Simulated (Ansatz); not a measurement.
```yaml
crystal:
  periodic: [false, false, false]
  atoms:
    - {symbol: F, position_ang: [1.581902, -0.589006, 2.053234]}
    - {symbol: B, position_ang: [1.139012, -0.256692, 0.933950]}
    - {symbol: Si, position_ang: [0.100102, 1.331727, -0.026574]}
    - {symbol: Si, position_ang: [-0.374677, -1.057166, -0.224483]}
    - {symbol: H, position_ang: [0.322453, 1.534046, -1.449167]}
    - {symbol: H, position_ang: [-0.758552, 2.296362, 0.830475]}
    - {symbol: H, position_ang: [-0.008502, -1.035908, -1.843480]}
    - {symbol: H, position_ang: [-1.152974, -2.219650, 0.051938]}
basis:
  gaussian: {orbitals: cc-pVDZ}
total_charge: 1
magnetization: {spin_polarized: true, initial_magnetization: 1}
hamiltonian: {xc: {name: r2SCAN0}, dispersion: d3bj}
accuracy: high
relax: {f_tol: 0.0001, max_steps: 1}
```

```sh
$ ansatz run in.yaml --threads 2 --pin off --events-out ev --progress --plain --max-ram 4352MiB
```

Output, abridged:

```
Warning: the engine holds no damping parameters fitted to this dispersion correction and functional, so the run takes those fitted to r2scan0 beside the three-body term, which d3bj leaves out (hamiltonian.dispersion, under Limitations)
Functional definition: r2SCAN0
2028 factors; integrals over basis functions are off by at most 2.2e-9 eV
mean field evaluation 1: about -19194.5318 eV, gradient 3.7e1 eV
mean field evaluation 2: about -19180.7712 eV, gradient 7.2e1 eV
mean field evaluation 4: about -19199.6062 eV, gradient 4.1e0 eV
mean field evaluation 8: about -19199.8408 eV, gradient 2.5e-1 eV
mean field evaluation 16: about -19199.8494 eV, gradient 9.3e-3 eV
mean field evaluation 32: about -19199.8494 eV, gradient 2.4e-6 eV
mean field -19199.84943480 eV, -705.5814526035 hartree, gradient 6.2e-8 eV, S^2 0.758724; 2 other end points of the search recorded, 0 dependent functions left out
reference -19199.84943683 eV, -705.5814526783 hartree; 23, 22 occupied and 61, 62 virtual orbitals, 2028 factors
relax step   1: F+E_penalty+E_count = -19199.90563229 eV  Δ(F+E_penalty+E_count) = +0.000e0 eV  max|allowed force component| = 3.519e0 eV/Å  Δτ_max = 0.0000 Å  (70 SCF iters, accepted)
Error: geometry relaxation did not converge after 1 steps: max|allowed force component| = 3.52e0 eV/Å (threshold 1.0e-4). Raise `relax.max_steps` over both its present limit and 1, loosen `relax.f_tol`, or start from a geometry closer to equilibrium. Where this run's directory can be resumed (`checkpoint.write`), a resume goes on for up to `relax.max_steps` more
```

In this input the relaxation is allowed too few steps for its threshold. No converged result was reached.
